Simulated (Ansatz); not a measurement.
Reaction (cleavage of the Si–Si bond): `[SiH3][SiH]1O[SiH2]1` + HCl → `Cl[SiH]1O[SiH2]1` + SiH₄

Computed with Ansatz on PBE0-D4/def2-TZVP structures; ΔE is electronic, products minus reactants. CBS: MP2 limit from def2 TZ/QZ plus the TZ coupled-cluster correction, frozen cores. This one scheme is used for every species.

```tsv
species	CCSD(T)/CBS(def2) energy (Eh)
`[SiH3][SiH]1O[SiH2]1`	-946.02874
HCl	-460.38127
`Cl[SiH]1O[SiH2]1`	-1114.98459
SiH₄	-291.46306
```

(1) Work out ΔE.

Largest T1 diagnostic among the species: 0.015.

Answers

(1) ΔE = (-1114.98459) + (-291.46306) − (-946.02874) − (-460.38127) = -0.03764 Eh = -98.8 kJ/mol.

From PBE to PBE0 (25 % exact exchange), in def2-TZVPP and without D4, ΔE moves by −4.6 kJ/mol. At CCSD(T), def2-SVP lies +3.8 kJ/mol from the extrapolated value and def2-TZVPP +1.5 kJ/mol.
